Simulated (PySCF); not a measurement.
**Peak assignment**

Geometry (Å), atoms numbered from 1 in this order:
```xyz
14

O     3.1443   -0.4988    0.3435
C     2.3348    0.2714   -0.1024
C     0.8755    0.0969   -0.0375
C     0.3370   -1.0320    0.5811
C    -1.0321   -1.2054    0.6492
C    -1.8822   -0.2575    0.1022
C    -1.3347    0.8585   -0.5097
F    -2.1614    1.7793   -1.0415
C     0.0291    1.0556   -0.5906
H     2.6495    1.2028   -0.6132
H     1.0162   -1.7585    1.0004
H    -1.4448   -2.0796    1.1286
H    -2.9541   -0.3695    0.1424
H     0.4222    1.9364   -1.0747
```

Computational details: σ from GIAO-PBE0/pcSseg-1, coordinates at the GFN2-xTB level, in PySCF (relativity neglected, a single conformation, isolated molecule).

References, each an isolated molecule treated in the same way: 13C and 1H against TMS.

Problem. Assign these signals to the numbered atoms. 13C{1H} NMR (computed): δ 195.0 (CH), 173.2 (C), 142.8 (C), 136.3 (CH), 129.2 (CH), 127.8 (CH), 126.1 (CH).

Solution. 
| δ (ppm) | atoms | environment | reason |
| --- | --- | --- | --- |
| 195.0 | C2 | aldehyde carbonyl carbon | low-lying n→π* states of the double bond to the heteroatom give a large paramagnetic term (-250 ppm) |
| 173.2 | C7 | aromatic carbon bearing fluorine | the electronegative substituent deshields the carbon that carries it |
| 142.8 | C3 | substituted aromatic carbon | – |
| 136.3 | C5 | aromatic CH | the aromatic region |
| 129.2 | C4 | aromatic CH | – |
| 127.8 | C6 | aromatic CH | – |
| 126.1 | C9 | aromatic CH | – |

C4 and C6; C6 and C9 lie closer than the usual error of such a calculation, so a measured spectrum could show them in the other order.

Problem. Assign these signals to the numbered atoms. 1H NMR (500 MHz, computed): δ 10.13 (s, 1H), 8.33 (d, 1H), 7.86 (m, 1H), 7.62 (m, 1H), 7.58 (m, 1H).

Solution. 
10.13 → H10, hydrogen on an aldehyde carbonyl carbon: the C=O anisotropy and electron withdrawal place aldehyde protons far downfield
8.33 → H11, hydrogen on an aromatic CH: ring current plus the deshielding of an ortho carbonyl group
7.86 → H12, hydrogen on an aromatic CH
7.62 → H13, hydrogen on an aromatic CH
7.58 → H14, hydrogen on an aromatic CH

H13 and H14 lie closer than the usual error of such a calculation, so a measured spectrum could show them in the other order.

Splittings by 19F in the carbon and heteronuclear signals aren't shown, as no couplings were computed. Shifts are as computed. Against solution values, carbons near 30 ppm lie about +3 ppm off and those near 130 ppm about +5 ppm. Of 1211 compounds with measured shifts, 218 miss one by over three times the rms of a fit or turn the order of signals round; such compounds aren't used in these exercises. No couplings were computed; multiplicities are counted from neighbouring protons, with m where these are inequivalent, close in shift, in a saturated or five-membered ring or joined by F or P, and br s for small geminal =CH2 splittings.
